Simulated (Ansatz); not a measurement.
Mn2Cu3⁻, relaxed as a multiplicity 9 with UKS PBE0-D4/def2-SVPD in Ansatz, starting from the GFN2-xTB geometry. Force threshold 0.02 eV/Å.

The charge -1 multiplicity 9 is spin-contaminated (final ⟨S²⟩ up to 21.57, 20.00 for a pure state). The highest occupied level of the charge -1 multiplicity 9 lies above zero (up to 0.20 eV). The electron is either unbound and held by the finite basis, or the level is raised by self-interaction error. Another isomer (multiplicity 9) lies 0.05 eV lower at PBE0-D4/def2-TZVPD; other spin states weren't run for this one.

Start:

Cartesian coordinates in Å:
```
Cu 1.5766 -1.1326 -0.3423
Cu -1.4937 0.0344 -1.2932
Cu -0.0785 1.0968 1.6388
Mn 0.6165 1.0682 -0.6879
Mn -0.6209 -1.0668 0.6846
```

**Question.** Estimate the energy that the relaxation releases and the steps that it takes.

**Answer.** 95.8 kJ/mol, in 8 steps; 2.2 min on 4 threads of Arm Neoverse V1 on a shared host. No frequencies were taken in this run, so the end may be a saddle point.

**Question.** Does the start keep its bonding and symmetry?

**Answer.** Bonds formed: Cu1–Cu3 (atoms count from 1). Point group D3h at the start, C2v at the end, both within 0.05 Å.

**Question.** Predict the relaxed structure.

**Answer.** 
```xyz
5

Cu    1.716   -0.780    0.333
Cu   -1.828    0.038   -1.589
Cu    0.585    0.735    1.672
Mn    0.371    1.054   -0.882
Mn   -0.845   -1.046    0.467
```
Bond lengths (bridged metal pairs left out): 6 × Cu–Mn 2.52 to 2.58 Å; 1 × Mn–Mn 2.78 Å; 1 × Cu–Cu 2.32 Å.
